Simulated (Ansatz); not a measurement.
Relaxation of CH5Al2F (9 atoms, charge 0, multiplicity 1), to a largest force component of 0.02 eV/Å in at most 50 steps.

The calculation used Ansatz 0.2.0, RKS PBE/6-31G*.

```xyz
9
Properties=species:S:1:pos:R:3
C -0.071 0.812 -1.481
Al -0.462 -0.685 -0.278
Al 0.400 -0.635 2.029
F 1.453 0.796 2.610
H -0.587 0.653 -2.496
H -0.554 1.793 -1.053
H 1.001 0.992 -1.619
H -1.260 -1.922 -0.798
H 0.170 -1.850 3.068
```

**Question.** Where does it end, and by what steps?

**Answer.** The forces met the threshold. After 5 steps the energy has fallen by 0.596 eV; H9 moved furthest, 0.23 Å.

```csv
step,energy less start (eV),largest force component (eV/Å),accepted
0,0.0000,2.459,yes
1,-0.4756,1.554,yes
2,-0.5753,0.640,yes
3,-0.5560,0.401,no
4,-0.5957,0.085,yes
5,-0.5964,0.011,yes
```

```xyz
9
Properties=species:S:1:pos:R:3
C -0.116 0.853 -1.563
Al -0.451 -0.646 -0.318
Al 0.465 -0.677 2.140
F 1.332 0.652 2.699
H -0.553 0.688 -2.563
H -0.530 1.797 -1.162
H 0.968 1.032 -1.688
H -1.327 -1.910 -0.817
H 0.301 -1.835 3.254
```

Run time: 8.4 s on 1 thread of Intel(R) Xeon(R) 6975P-C (Granite Rapids), with other jobs on the host, peak memory 0.14 GiB.
